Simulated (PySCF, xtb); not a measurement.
Li(Me) (CH3Li), SMILES [CH3][Li].

Harmonic wavenumbers (cm⁻¹) from GFN2-xTB (xtb) at its own minimum, in rising order: 303, 303, 546, 1262, 1533, 1534, 2903, 2905, 2938.

**Question.** What does B3LYP-D3(BJ)/def2-TZVPD run with PySCF give at its own minimum? (An estimate is asked for; the answer gives what the named calculation found.)

**Answer.** 439, 439, 633, 1088, 1445, 1445, 2964, 3024, 3024. Paired by order, the mean absolute difference is 108 cm⁻¹ and the zero-point energies are 20.3 and 20.7 kcal/mol.
